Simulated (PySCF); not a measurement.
CH6O2Si2, SMILES O[Si@@H]1[SiH2]CO1. Atoms are numbered in the order given.

```xyz
11

O      2.0169     1.0697    -0.1380
Si     0.5501     0.4506    -0.6582
O      0.4026    -1.2424    -0.4664
C     -0.7812    -1.4763     0.3418
Si    -1.3619     0.3444     0.7095
H      2.2314     0.8905     0.7947
H      0.5047     0.8885    -2.0900
H     -1.5281    -2.0685    -0.2318
H     -0.5150    -2.0649     1.2477
H     -2.7268     0.7114     0.1877
H     -1.2700     0.7526     2.1582
```

Geometry: PBE-D3(BJ)/def2-SVP. The structure was generated by enumeration; whether it is a known compound was not checked. The values are those of a single conformer.

Method: PBE0/pcSseg-1 run with PySCF.

GIAO shieldings, no solvent; atoms listed in one row are averaged. δ = σ(ref) − σ: ¹⁷O against H2O (σ = 334.2 ppm); ²⁹Si against TMS (σ = 352.7 ppm); ¹³C against TMS (σ = 186.3 ppm); ¹H against TMS (σ = 31.56 ppm), references at their B3LYP-D3(BJ)/def2-TZVP geometries, non-relativistic.

```
nucleus  atoms  count  δ (ppm)
-------  -----  -----  -------
¹⁷O         O3      1    139.0
¹⁷O         O1      1     96.1
²⁹Si       Si2      1     20.8
²⁹Si       Si5      1    -27.2
¹³C         C4      1     61.0
¹H          H7      1     5.84
¹H         H10      1     5.25
¹H         H11      1     5.14
¹H          H8      1     4.80
¹H          H9      1     4.70
¹H          H6      1     3.01
```
